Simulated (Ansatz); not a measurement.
Ansatz (a quantum-chemistry and plane-wave program) input for C4H5Si, SMILES C1=C[SiH]C=C1, multiplicity 2, PBE0-D3(BJ)/def2-SVP. 

Ansatz 0.2 input:
```yaml
crystal:
  periodic: [false, false, false]
  atoms:
    - {symbol: C, position_ang: [0.00000000, 0.73383324, -1.24608438]}
    - {symbol: C, position_ang: [0.00000000, 1.37044751, -0.01672727]}
    - {symbol: Si, position_ang: [0.00000000, 0.00000001, 1.19010047]}
    - {symbol: C, position_ang: [0.00000000, -1.37044752, -0.01672724]}
    - {symbol: C, position_ang: [0.00000000, -0.73383325, -1.24608437]}
    - {symbol: H, position_ang: [0.00000000, 1.28487540, -2.20113664]}
    - {symbol: H, position_ang: [0.00000000, 2.46070753, 0.10555222]}
    - {symbol: H, position_ang: [0.00000000, 0.00000002, 2.68350172]}
    - {symbol: H, position_ang: [0.00000000, -2.46070753, 0.10555225]}
    - {symbol: H, position_ang: [0.00000000, -1.28487543, -2.20113662]}
basis:
  gaussian:
    orbitals: def2-SVP
hamiltonian:
  xc: pbe0
  dispersion: d3bj
magnetization: {spin_polarized: true, initial_magnetization: 1}
relax: {f_tol: 0.002, max_steps: 200}
```

Output:

```
WARN ansatz: RAYON_NUM_THREADS=1 ignored (pool sized by the plan → 1); use --threads N
Functional definition: PBE0
integrals: 0.05 GiB planned
1118 factors; integrals over basis functions are off by at most 4.7e-4 eV
mean field: 0.61 GiB planned
mean field evaluation 1: about -12081.4739 eV, gradient 4.0e1 eV
mean field evaluation 2: about -12061.1524 eV, gradient 6.6e1 eV
mean field evaluation 4: about -12090.6226 eV, gradient 5.4e0 eV
mean field evaluation 8: about -12090.8321 eV, gradient 3.1e-1 eV
mean field evaluation 16: about -12090.8341 eV, gradient 8.6e-4 eV
mean field -12090.83413878 eV, -444.3299591383 hartree, gradient 3.1e-5 eV, S^2 0.761240; 1 other end points of the search recorded, 0 dependent functions left out
the calculation of the forces begins
reference -12090.83416428 eV, -444.3299600754 hartree; 22, 21 occupied and 77, 78 virtual orbitals, 1118 factors
relax step   1: F+E_penalty+E_count = -12091.05172018 eV  Δ(F+E_penalty+E_count) = +0.000e0 eV  max|allowed force component| = 2.821e-1 eV/Å  Δτ_max = 0.0000 Å  (46 SCF iters, accepted)
these checks for a lower state are left out or cut short: starts, cluster_reference, orbital_swaps, neighbouring_geometries, increment
integrals: 0.05 GiB planned
1118 factors; integrals over basis functions are off by at most 4.4e-4 eV
mean field: 0.61 GiB planned
mean field evaluation 32: about -12090.8511 eV, gradient 1.7e-5 eV
mean field -12090.85111656 eV, -444.3305830602 hartree, gradient 1.7e-5 eV, S^2 0.760923; 0 other end points of the search recorded, 0 dependent functions left out
the calculation of the forces begins
reference -12090.85114191 eV, -444.3305839919 hartree; 22, 21 occupied and 77, 78 virtual orbitals, 1118 factors
relax step   2: F+E_penalty+E_count = -12091.06801480 eV  Δ(F+E_penalty+E_count) = -1.629e-2 eV  max|allowed force component| = 1.196e-1 eV/Å  Δτ_max = 0.0147 Å  (39 SCF iters, accepted)
these checks for a lower state are left out or cut short: starts, cluster_reference, orbital_swaps, neighbouring_geometries, increment
integrals: 0.05 GiB planned
1118 factors; integrals over basis functions are off by at most 4.3e-4 eV
mean field: 0.61 GiB planned
mean field -12090.85289747 eV, -444.3306485074 hartree, gradient 1.2e-5 eV, S^2 0.760809; 0 other end points of the search recorded, 0 dependent functions left out
the calculation of the forces begins
reference -12090.85292277 eV, -444.3306494373 hartree; 22, 21 occupied and 77, 78 virtual orbitals, 1118 factors
relax step   3: F+E_penalty+E_count = -12091.06939621 eV  Δ(F+E_penalty+E_count) = -1.381e-3 eV  max|allowed force component| = 3.021e-2 eV/Å  Δτ_max = 0.0067 Å  (32 SCF iters, accepted)
these checks for a lower state are left out or cut short: starts, cluster_reference, orbital_swaps, neighbouring_geometries, increment
integrals: 0.05 GiB planned
1118 factors; integrals over basis functions are off by at most 4.3e-4 eV
mean field: 0.61 GiB planned
mean field -12090.85295832 eV, -444.3306507438 hartree, gradient 2.3e-5 eV, S^2 0.760807; 0 other end points of the search recorded, 0 dependent functions left out
the calculation of the forces begins
reference -12090.85298362 eV, -444.3306516737 hartree; 22, 21 occupied and 77, 78 virtual orbitals, 1118 factors
relax step   4: F+E_penalty+E_count = -12091.06941876 eV  Δ(F+E_penalty+E_count) = -2.255e-5 eV  max|allowed force component| = 1.144e-2 eV/Å  Δτ_max = 0.0005 Å  (28 SCF iters, accepted)
these checks for a lower state are left out or cut short: starts, cluster_reference, orbital_swaps, neighbouring_geometries, increment
integrals: 0.05 GiB planned
1118 factors; integrals over basis functions are off by at most 4.3e-4 eV
mean field: 0.61 GiB planned
mean field -12090.85297585 eV, -444.3306513881 hartree, gradient 1.2e-5 eV, S^2 0.760807; 0 other end points of the search recorded, 0 dependent functions left out
the calculation of the forces begins
reference -12090.85300116 eV, -444.3306523180 hartree; 22, 21 occupied and 77, 78 virtual orbitals, 1118 factors
relax step   5: F+E_penalty+E_count = -12091.06942302 eV  Δ(F+E_penalty+E_count) = -4.255e-6 eV  max|allowed force component| = 1.373e-3 eV/Å  Δτ_max = 0.0004 Å  (28 SCF iters, accepted)
integrals: 0.05 GiB planned
1118 factors; integrals over basis functions are off by at most 4.3e-4 eV
mean field: 0.61 GiB planned
mean field evaluation 64: about -12090.8530 eV, gradient 1.0e-2 eV
mean field -12090.85297585 eV, -444.3306513881 hartree, gradient 1.2e-5 eV, S^2 0.760807; 2 other end points of the search recorded, 0 dependent functions left out
the calculation of the forces begins
reference -12090.85300116 eV, -444.3306523180 hartree; 22, 21 occupied and 77, 78 virtual orbitals, 1118 factors
Total energy: -12091.06944832 eV, -444.3386066045 hartree
Atom 0 at     0.000000     0.730518    -1.238091 Å, force     0.000000     0.000074     0.000331 eV/Å
Atom 1 at    -0.000000     1.360677    -0.017987 Å, force    -0.000000    -0.001185    -0.000203 eV/Å
Atom 2 at     0.000000     0.000000     1.180577 Å, force    -0.000000    -0.000000    -0.001095 eV/Å
Atom 3 at     0.000000    -1.360677    -0.017987 Å, force     0.000000     0.001185    -0.000203 eV/Å
Atom 4 at     0.000000    -0.730518    -1.238091 Å, force    -0.000000    -0.000074     0.000331 eV/Å
Atom 5 at    -0.000000     1.277757    -2.186033 Å, force     0.000000    -0.000204     0.000251 eV/Å
Atom 6 at    -0.000000     2.443846     0.099396 Å, force     0.000000     0.000739    -0.000518 eV/Å
Atom 7 at     0.000000     0.000000     2.661662 Å, force     0.000000     0.000000     0.001373 eV/Å
Atom 8 at    -0.000000    -2.443846     0.099396 Å, force    -0.000000    -0.000739    -0.000518 eV/Å
Atom 9 at     0.000000    -1.277757    -2.186033 Å, force    -0.000000     0.000204     0.000251 eV/Å
Dipole moment:     0.000000     0.000000     0.078974 e Å
```

The calculation finished and met its thresholds.
